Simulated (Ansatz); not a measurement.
Q: Name a neutral molecule of C, O, Si and H with LUMO energy (PBE/def2-TZVPP) between -0.35 and -0.05 eV and size of the dipole moment (ωB97M-V/def2-TZVPP) between 0.80 and 1.10 D (Ansatz, PBE0-D4/def2-TZVP geometry).

A: `O[SiH]1CCC1` (-0.29 eV, 0.87 D); `C[SiH2]OCO` (-0.06 eV, 1.09 D). Other molecules can fit too; these were computed, each in one conformer that needn't be the lowest.
